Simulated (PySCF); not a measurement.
Isomers of C7H6ClF3O, one GFN2-xTB conformer each. Single-point energies are computed at PBE0/pcSseg-1 (PySCF, gas phase, no added dispersion term), electronic only.

```json
{"SMILES": "C#C/C(Cl)=C(/CCF)OC(F)F", "GFN2-xTB relative energy (kcal/mol)": "23.3"}
{"SMILES": "C=C[C@@]1(C(F)(F)F)C[C@@H]1C(=O)Cl", "GFN2-xTB relative energy (kcal/mol)": "0.0"}
```

Conformers: `[CH:1]#[C:2]/[C:3]([Cl:4])=[C:5](/[CH2:6][CH2:7][F:8])[O:9][CH:10]([F:11])[F:12]` with C3–C5–C6–C7 -75°, C5–C6–C7–F8 -66°, C3–C5–O9–C10 149°, C5–O9–C10–F11 90°; `[CH2:1]=[CH:2][C@@:3]1([C:4]([F:5])([F:6])[F:7])[CH2:8][C@@H:9]1[C:10](=[O:11])[Cl:12]` with C1–C2–C3–C4 -126°, C8–C9–C10–O11 -9°.

Q: What does PBE0/pcSseg-1 give for the same structures?

A: 
```tsv
SMILES	PBE0/pcSseg-1 E (Eh)	PBE0/pcSseg-1 (kcal/mol)	GFN2-xTB (kcal/mol)	point group
C=C[C@@]1(C(F)(F)F)C[C@@H]1C(=O)Cl	-1104.36764	0.0	0.0	C1
C#C/C(Cl)=C(/CCF)OC(F)F	-1104.29393	46.2	23.3	C1
```

Both levels put the same isomer lowest. As drawn, the lower has a three-membered ring, a C=O bond and a quaternary carbon, which the higher lacks; the higher has a C≡C bond, which the lower lacks.

Q: Which frontier levels, dipoles and rotational constants go with these structures?

A: 
```
                            SMILES  HOMO (eV, PBE0/pcSseg-1)  LUMO (eV)  dipole (D)        A, B, C (MHz)
C=C[C@@]1(C(F)(F)F)C[C@@H]1C(=O)Cl                     -8.32      -1.52        4.60   1175, 631.3, 531.5
           C#C/C(Cl)=C(/CCF)OC(F)F                     -7.05      -1.39        2.46  959.7, 593.3, 417.7
```
